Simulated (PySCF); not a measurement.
SbCl3, SMILES [Cl][Sb]([Cl])[Cl].

Geometry optimised at B3LYP-D3(BJ)/def2-SVP. The isomer is the one that the SMILES or the coordinates give; other isomers of the formula were not compared. The def2 effective core potentials stand for the cores of Sb; spin–orbit coupling is left out.

Level of theory: r2SCAN/def2-TZVPD (PySCF).

Isolated molecule, no solvent.

total energy: -1621.03278 hartree
point group: C3v
highest occupied level: -7.88 eV
lowest empty level: -2.83 eV
orbital gap: 5.05 eV
dipole moment: 2.72 D
quadrupole, principal values (traceless, Buckingham form, about the centre of nuclear charge): -2.49, -2.49, 4.98 D·Å
mean static polarisability: 86.7 bohr³ (12.85 Å³)
polarisability, principal values: 71.8, 94.2, 94.2 bohr³
